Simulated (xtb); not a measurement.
xtb input for GeBrI, SMILES [Br][Ge][I] (connectivity only; charge and spin as stated), neutral, multiplicity 1, GFN2-xTB. 

```
$ xtb mol.xyz --gfn 2 --sp --chrg 0 --uhf 0 --json
$ cat mol.xyz
3

Ge     1.10575210     0.46634381     0.00000000
Br    -0.57033080     2.13191895     0.00000000
I     -0.29099036    -1.68943708    -0.00000000
```

It prints:

```
[banner left out]
          |                Calculation Setup                |
           -------------------------------------------------



           -------------------------------------------------
          |                 G F N 2 - x T B                 |
           -------------------------------------------------

        Reference                      10.1021/acs.jctc.8b01176
      * Hamiltonian:
        H0-scaling (s, p, d)           1.850000    2.230000    2.230000
        zeta-weighting                 0.500000
      * Dispersion:
        s8                             2.700000
        a1                             0.520000
        a2                             5.000000
        s9                             5.000000
      * Repulsion:
        kExp                           1.500000    1.000000
        rExp                           1.000000
      * Coulomb:
        alpha                          2.000000
        third order                    shell-resolved
        anisotropic                    true
        a3                             3.000000
        a5                             4.000000
        cn-shift                       1.200000
        cn-exp                         4.000000
        max-rad                        5.000000


          ...................................................
          :                      SETUP                      :
          :.................................................:
          :  # basis functions                  30          :
          :  # atomic orbitals                  27          :
          :  # shells                            9          :
          :  # electrons                        18          :
          :  max. iterations                   250          :
          :  Hamiltonian                  GFN2-xTB          :
          :  restarted?                      false          :
          :  GBSA solvation                  false          :
          :  PC potential                    false          :
          :  electronic temp.          300.0000000     K    :
          :  accuracy                    1.0000000          :
          :  -> integral cutoff          0.2500000E+02      :
          :  -> integral neglect         0.1000000E-07      :
          :  -> SCF convergence          0.1000000E-05 Eh   :
          :  -> wf. convergence          0.1000000E-03 e    :
          :  Broyden damping             0.4000000          :
          :  net charge                          0          :
          :  unpaired electrons                  0          :
          ...................................................

 iter      E             dE          RMSdq      gap      omega  full diag
   1     -9.3295167 -0.932952E+01  0.358E+01    1.11       0.0  T
   2     -9.1073943  0.222122E+00  0.335E+01    5.07       1.0  T
   3     -9.9645313 -0.857137E+00  0.126E+01    3.19       1.0  T
   4     -9.9686099 -0.407859E-02  0.145E+01    2.93       1.0  T
   5     -9.9673171  0.129285E-02  0.309E+00    3.34       1.0  T
   6     -9.9709460 -0.362888E-02  0.209E+00    3.28       1.0  T
   7     -9.9709191  0.268232E-04  0.121E+00    3.33       1.0  T
   8     -9.9720803 -0.116120E-02  0.377E-01    3.25       1.0  T
   9     -9.9717357  0.344646E-03  0.534E-01    3.21       1.0  T
  10     -9.9721421 -0.406435E-03  0.801E-02    3.28       1.0  T
  11     -9.9721406  0.148477E-05  0.582E-02    3.28       1.0  T
  12     -9.9721422 -0.159186E-05  0.521E-02    3.27       1.1  T
  13     -9.9721437 -0.149793E-05  0.123E-02    3.27       4.7  T
  14     -9.9721437  0.470419E-07  0.117E-02    3.27       5.0  T
  15     -9.9721438 -0.112797E-06  0.237E-03    3.27      24.3  T
  16     -9.9721438 -0.171449E-09  0.152E-03    3.27      38.0  T
  17     -9.9721438 -0.907892E-09  0.411E-04    3.27     140.3  T
  18     -9.9721438 -0.202487E-10  0.285E-04    3.27     202.9  T

   *** convergence criteria satisfied after 18 iterations ***

         #    Occupation            Energy/Eh            Energy/eV
      -------------------------------------------------------------
         1        2.0000           -0.8424943             -22.9254
       ...           ...                  ...                  ...
         3        2.0000           -0.6736474             -18.3309
         4        2.0000           -0.4650452             -12.6545
         5        2.0000           -0.4492897             -12.2258
         6        2.0000           -0.4405297             -11.9874
         7        2.0000           -0.4325576             -11.7705
         8        2.0000           -0.4238106             -11.5325
         9        2.0000           -0.4233720             -11.5205 (HOMO)
        10                         -0.3030620              -8.2467 (LUMO)
        11                         -0.2122536              -5.7757
        12                         -0.2067126              -5.6249
        13                         -0.0320202              -0.8713
        14                         -0.0194019              -0.5280
       ...                                ...                  ...
        27                          1.3015832              35.4179
      -------------------------------------------------------------
                  HL-Gap            0.1203101 Eh            3.2738 eV
             Fermi-level           -0.3632170 Eh           -9.8836 eV

 SCC (total)                   0 d,  0 h,  0 min,  0.006 sec
 SCC setup                      ...        0 min,  0.000 sec (  4.200%)
 Dispersion                     ...        0 min,  0.000 sec (  0.658%)
 classical contributions        ...        0 min,  0.000 sec (  0.407%)
 integral evaluation            ...        0 min,  0.001 sec ( 16.107%)
 iterations                     ...        0 min,  0.004 sec ( 61.463%)
 molecular gradient             ...        0 min,  0.001 sec ( 15.718%)
 printout                       ...        0 min,  0.000 sec (  1.178%)

         :::::::::::::::::::::::::::::::::::::::::::::::::::::
         ::                     SUMMARY                     ::
         :::::::::::::::::::::::::::::::::::::::::::::::::::::
         :: total energy              -9.966371859524 Eh    ::
         :: gradient norm              0.000008015891 Eh/a0 ::
         :: HOMO-LUMO gap              3.273803141380 eV    ::
         ::.................................................::
         :: SCC energy                -9.972143755270 Eh    ::
         :: -> isotropic ES           -0.013577098566 Eh    ::
         :: -> anisotropic ES          0.004526968912 Eh    ::
         :: -> anisotropic XC         -0.013415524402 Eh    ::
         :: -> dispersion             -0.002997147652 Eh    ::
         :: repulsion energy           0.005771895746 Eh    ::
         :: add. restraining           0.000000000000 Eh    ::
         :: total charge              -0.000000000000 e     ::
         :::::::::::::::::::::::::::::::::::::::::::::::::::::

           -------------------------------------------------
          |                Property Printout                |
           -------------------------------------------------

    * Orbital Energies and Occupations

         #    Occupation            Energy/Eh            Energy/eV
      -------------------------------------------------------------
         1        2.0000           -0.8424943             -22.9254
         2        2.0000           -0.7465669             -20.3151
         3        2.0000           -0.6736474             -18.3309
         4        2.0000           -0.4650452             -12.6545
         5        2.0000           -0.4492897             -12.2258
         6        2.0000           -0.4405297             -11.9874
         7        2.0000           -0.4325576             -11.7705
Note: The following floating-point exceptions are signalling: IEEE_DENORMAL
normal termination of xtb
         8        2.0000           -0.4238106             -11.5325
         9        2.0000           -0.4233720             -11.5205 (HOMO)
        10                         -0.3030620              -8.2467 (LUMO)
        11                         -0.2122536              -5.7757
        12                         -0.2067126              -5.6249
        13                         -0.0320202              -0.8713
        14                         -0.0194019              -0.5280
        15                         -0.0004812              -0.0131
        16                          0.0098385               0.2677
        17                          0.0203493               0.5537
        18                          0.0209259               0.5694
        19                          0.0302292               0.8226
        20                          0.0337298               0.9178
       ...                                ...                  ...
        27                          1.3015832              35.4179
      -------------------------------------------------------------
                  HL-Gap            0.1203101 Eh            3.2738 eV
             Fermi-level           -0.3632170 Eh           -9.8836 eV

     #   Z          covCN         q      C6AA      α(0)
     1  32 Ge       1.709     0.385   246.493    32.824
     2  35 Br       0.870    -0.223   191.093    22.288
     3  53 I        0.908    -0.162   383.868    33.822

 Mol. C6AA /au·bohr⁶  :       2389.356240
 Mol. C8AA /au·bohr⁸  :     199115.884922
 Mol. α(0) /au        :         88.934394


Wiberg/Mayer (AO) data.
largest (>0.10) Wiberg bond orders for each atom

 ---------------------------------------------------------------------------
     #   Z sym  total        # sym  WBO       # sym  WBO       # sym  WBO
 ---------------------------------------------------------------------------
     1  32 Ge   2.611 --     2 Br   1.307     3 I    1.304
     2  35 Br   1.330 --     1 Ge   1.307
     3  53 I    1.326 --     1 Ge   1.304
 ---------------------------------------------------------------------------

Topologies differ in total number of bonds
Writing topology from bond orders to xtbtopo.mol

molecular dipole:
                 x           y           z       tot (Debye)
 q only:        1.133      -0.043       0.000
   full:        2.619       0.594       0.000       6.826
molecular quadrupole (traceless):
                xx          xy          yy          xz          yz          zz
 q only:        3.855       2.088      -5.652       0.000       0.000       1.798
  q+dip:        9.104       3.576     -16.246       0.000       0.000       7.142
   full:        7.798       3.607     -17.408       0.000       0.000       9.610


           -------------------------------------------------
          | TOTAL ENERGY               -9.966371859524 Eh   |
          | GRADIENT NORM               0.000008015891 Eh/α |
          | HOMO-LUMO GAP               3.273803141380 eV   |
           -------------------------------------------------

------------------------------------------------------------------------
------------------------------------------------------------------------
 total:
 SCF:
```

The calculation finished and met its thresholds.
